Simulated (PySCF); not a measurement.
NICS in rings of unrelated molecules.

NICS is the negative of the GIAO shielding at a point without a nucleus: at the ring centre (0) and 1 Å above and below it (1); zz is the component along the ring normal. Level: GIAO PBE0/pcSseg-1 (PySCF, non-relativistic, gas phase) on the GFN2-xTB geometries, one conformer each. Atom numbers follow the mapped SMILES.

Problem. Order these rings by mean NICS(1)zz, lowest (most negative) first (ppm).
A. ring Si4–O5–C6–C7–C8–O9 in `[CH3:1][CH2:2][O:3][SiH:4]1[O:5][CH2:6][CH2:7][CH2:8][O:9]1`
B. ring C5–C6–C7 in `[CH3:1][C:2]([CH3:3])([CH3:4])[c:5]1[cH:6][c+:7]1[F:8]` (charge +1)
C. ring C2–C3–O4–C5–N9 in `[CH3:1][c:2]1[cH:3][o:4][c:5]([CH2:6][CH2:7][SiH3:8])[n:9]1`
D. ring C4–C5–N6–O7–C8 in `[CH3:1][CH2:2][CH2:3][c:4]1[cH:5][n:6][o:7][c:8]1[SiH3:9]`
E. ring C2–C3–C4–N9–S10 in `[CH3:1][c:2]1[cH:3][c:4]([C:5]([F:6])([F:7])[F:8])[n:9][s:10]1`
F. ring N5–C6–C7–C8–C9 in `[CH3:1][O:2][CH2:3][SiH2:4][n:5]1[cH:6][cH:7][cH:8][cH:9]1`

Solution. F (-29.7), D (-28.5), E (-27.1), C (-25.1), B (-17.6), A (3.0).

| SMILES | ring | NICS(0) | NICS(1) | NICS(1)zz | HOMA | rms pucker (Å) | ring atoms with four or more neighbours |
| --- | --- | --- | --- | --- | --- | --- | --- |
| COC[SiH2]n1cccc1 | 5-membered ring with N; formal bonds all aromatic | -13.2 | -11.1 | -29.7 | 0.82 | 0.00 | 0 |
| CCCc1cnoc1[SiH3] | 5-membered ring with N and O; formal bonds all aromatic | -11.4 | -11.5 | -28.5 | 0.61 | 0.00 | 0 |
| Cc1cc(C(F)(F)F)ns1 | 5-membered ring with N and S; formal bonds all aromatic | -12.1 | -11.6 | -27.1 | – | 0.00 | 0 |
| Cc1coc(CC[SiH3])n1 | 5-membered ring with N and O; formal bonds all aromatic | -10.7 | -10.0 | -25.1 | 0.44 | 0.00 | 0 |
| CC(C)(C)c1c[c+]1F | 3-membered carbocycle; bonds drawn aromatic by RDKit's count | -27.1 | -11.9 | -17.6 | 0.90 | 0.00 | 0 |
| CCO[SiH]1OCCCO1 | 6-membered ring with 2 O and Si; formal bonds all single | -1.8 | -1.1 | 3.0 | – | 0.20 | 4 |

NICS(0) gives another order. The isotropic NICS(1) gives another order. Over the 4 rings with a HOMA value its correlation coefficient with NICS(1)zz is 0.37. HOMA uses Krygowski's 1993 parameters; it is left out where a ring has a four-coordinate atom, a triple bond, no multiple bond or a kind of bond without parameters. NICS(1) and NICS(1)zz are means over the two faces.
